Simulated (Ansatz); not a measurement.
Consider the ligand exchange at the Al–N bond: `C[NH][AlH][Cl]` + `[SiH3]N[SiH3]` → `[SiH3][N]([SiH3])[AlH][Cl]` + CH₃NH₂.

Calculated with Ansatz (gas phase, PBE0-D4/def2-TZVP geometries, no zero-point term in ΔE). CCSD(T)/CBS adds triple-zeta CCSD(T) − MP2 to the extrapolated MP2 energy (def2 sets, frozen cores). This one scheme is used for every species. DFT in def2-TZVPP. B3LYP here is the variant with VWN-RPA as its local correlation; programs differ in this. HSE06 is defined as in plane-wave codes. Each species was taken in one conformer, which may not be the lowest.

```
             level  ΔE (kJ/mol)  difference from CCSD(T)/CBS
            PBE-D4         -8.1                          2.5
         revPBE-D4         -9.4                          1.2
           BLYP-D4         -5.4                          5.2
         r2SCAN-D4         -8.4                          2.2
            B97M-V         -6.3                          4.3
           PBE0-D4         -9.8                          0.8
          B3LYP-D4         -6.5                          4.1
        r2SCANh-D4         -8.9                          1.7
          HSE06-D4         -9.8                          0.8
          BHLYP-D4         -9.8                          0.8
      CAM-B3LYP-D4         -3.5                          7.1
           ωB97X-V         -7.5                          3.1
           ωB97M-V         -8.9                          1.7
            B2PLYP         -3.2                          7.4
          PBE-QIDH         -9.5                          1.1
               PBE         -2.8                          7.8
            revPBE         -1.2                          9.4
              BLYP          4.8                         15.4
            r2SCAN         -7.1                          3.5
              PBE0         -4.9                          5.7
             B3LYP          2.2                         12.8
           r2SCANh         -7.3                          3.3
           r2SCAN0         -7.7                          2.9
             BHLYP         -0.1                         10.5
         CAM-B3LYP          1.8                         12.4
           LC-ωPBE         -3.9                          6.7
RPA@PBE/def2-TZVPP        -11.1                         -0.5
       HF/def2-SVP         -2.9                          7.7
      MP2/def2-SVP        -10.1                          0.5
  CCSD(T)/def2-SVP        -10.6                          0.0
     HF/def2-TZVPP         -1.0                          9.6
SCS-MP2/def2-TZVPP         -8.9                          1.7
   CCSD/def2-TZVPP         -8.5                          2.1
CCSD(T)/def2-TZVPP        -10.6                          0.0
     HF/def2-QZVPP         -1.4                          9.2
    MP2/def2-QZVPP        -11.1                         -0.5
SCS-MP2/def2-QZVPP         -8.8                          1.8
      HF/CBS(def2)         -1.4                          9.2
     MP2/CBS(def2)        -11.0                         -0.4
    CCSD/CBS(def2)         -8.5                          2.1
       CCSD(T)/CBS        -10.6                            0
```

Q: What do rigid-rotor, harmonic-oscillator terms from PBE0-D4/def2-TZVP frequencies (298.15 K, 1 bar) make of the CCSD(T)/CBS value? (An estimate is asked.)

A: Ansatz gave: ΔZPE = +2.1 kJ/mol, ΔH = -8.1 kJ/mol, ΔS = -20 J/(mol·K), ΔG = -2.1 kJ/mol. Modes under 50 cm⁻¹ make the entropy rough.

Largest T1 diagnostic among the species: 0.011.

The D4 term adds −8.7 kJ/mol with B3LYP and −4.8 kJ/mol with PBE0; it sums over pairs of atoms, weighted by their polarisabilities, and B3LYP, whose exchange is more repulsive, gets the larger term. Leaving LDA and LC-ωPBE aside and taking each functional with its dispersion term where it has one, the values spread over 6.6 kJ/mol, from HSE06-D4 to B2PLYP. From BLYP to BHLYP (50 % exact exchange), in def2-TZVPP and without D4, ΔE moves by −4.9 kJ/mol.
